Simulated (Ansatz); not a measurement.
Computed with Ansatz on PBE0-D4/def2-TZVP structures; ΔE is electronic, products minus reactants. CBS: MP2 limit from def2 TZ/QZ plus the TZ coupled-cluster correction, frozen cores. This one scheme is used for every species, atoms too. DFT in def2-TZVPP. Open shells (•) are unrestricted, without spin–orbit coupling. Spin–orbit coupling would lower the free atoms: a little for C, Cl, O. One conformer a species, not always the lowest.

Reaction (atomization): `CCCOC(=O)CCCl` → 6 C• + Cl• + 11 H• + 2 O•

| level | ΔE (eV) |
| --- | --- |
| PBE0-D4 | 85.36 |
| HF/CBS(def2) | 61.77 |

Task: What does CCSD(T)/CBS give? (An estimate is asked.)

Result: Computed: +84.59 eV. The listed levels differ from it by 0.77, -22.82 eV.

Largest T1 diagnostic among the species: 0.012.

In def2-TZVPP, CCSD(T) changes the Hartree–Fock value by +20.89 eV (the triples alone add +1.35 eV) and MP2 by +22.57 eV; breaking electron pairs costs correlation energy, which Hartree–Fock lacks. The D4 term adds +0.72 eV with B3LYP and +0.39 eV with PBE0; it sums over pairs of atoms, weighted by their polarisabilities, and B3LYP, whose exchange is more repulsive, gets the larger term.

B3LYP here is the variant with VWN-RPA as its local correlation; programs differ in this.

For atomizations the MP2-based limit and the directly extrapolated one differ by several kJ/mol either way, and by 10 to 25 for some Ge, Se and Sn compounds, so smaller differences from it don't rank the levels.
